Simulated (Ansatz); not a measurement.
System: sum formula SnOBr, charge 0, multiplicity 2. It need not be the lowest isomer of its formula. 
Geometry from a B3LYP-D3(BJ)/def2-TZVP (Ansatz, an electronic-structure program) optimisation:
```
Sn
O 1 1.9851
Br 1 2.5463 2 94.82
```
Charge 0, spin multiplicity 2.

Quantity: vertical ionisation energy (to the triplet state of charge +1; each state is the SCF solution reached for its spin; the UHF <S^2> is 2.10 for the triplet (pure: 2.00)), in eV. Correlated levels leave the core frozen unless marked. UHF or UKS for open shells. No spin-orbit coupling. Frozen are the shells of the preceding noble gas and the d and f shells that filled before the atom's block. Past Kr the def2 sets carry scalar-relativistic core potentials. CBS(X,Y): correlation extrapolated as X^-3; Hartree-Fock from the larger set. The bracket is a focal-point correction in the basis named.

```json
[
 {"level": "SVWN5/def2-TZVPD", "program": "Ansatz", "vertical ionisation energy (eV)": "9.97"},
 {"level": "PBE/def2-TZVPD", "program": "Ansatz", "vertical ionisation energy (eV)": "9.72"},
 {"level": "r2SCAN/def2-TZVPD", "program": "Ansatz", "vertical ionisation energy (eV)": "9.86"},
 {"level": "B3LYP/def2-TZVPD", "program": "Ansatz", "vertical ionisation energy (eV)": "9.96"},
 {"level": "PBE0/def2-TZVPD", "program": "Ansatz", "vertical ionisation energy (eV)": "9.93"},
 {"level": "CAM-B3LYP/def2-TZVPD", "program": "Ansatz", "vertical ionisation energy (eV)": "?"},
 {"level": "wB97M-V/def2-TZVPD", "program": "Ansatz", "vertical ionisation energy (eV)": "10.09"},
 {"level": "wB97X-V/def2-TZVPD", "program": "Ansatz", "vertical ionisation energy (eV)": "?"},
 {"level": "B2PLYP/def2-TZVPD", "program": "Ansatz", "vertical ionisation energy (eV)": "?"},
 {"level": "SCS-MP2/def2-SVPD", "program": "Ansatz", "vertical ionisation energy (eV)": "10.02"},
 {"level": "SCS-MP2/def2-TZVPPD", "program": "Ansatz", "vertical ionisation energy (eV)": "10.08"},
 {"level": "CCSD/def2-SVPD", "program": "Ansatz", "vertical ionisation energy (eV)": "?"},
 {"level": "RI-MP2/CBS(def2-TZVPPD,def2-QZVPPD)+[CCSD(T)-MP2]/def2-TZVPPD", "program": "Ansatz", "vertical ionisation energy (eV)": "10.03"}
]
```

Q: Complete the blanks.

A: 
- CAM-B3LYP/def2-TZVPD, vertical ionisation energy (eV): 10.14
- wB97X-V/def2-TZVPD, vertical ionisation energy (eV): 10.12
- B2PLYP/def2-TZVPD, vertical ionisation energy (eV): 9.94
- CCSD/def2-SVPD, vertical ionisation energy (eV): 9.89
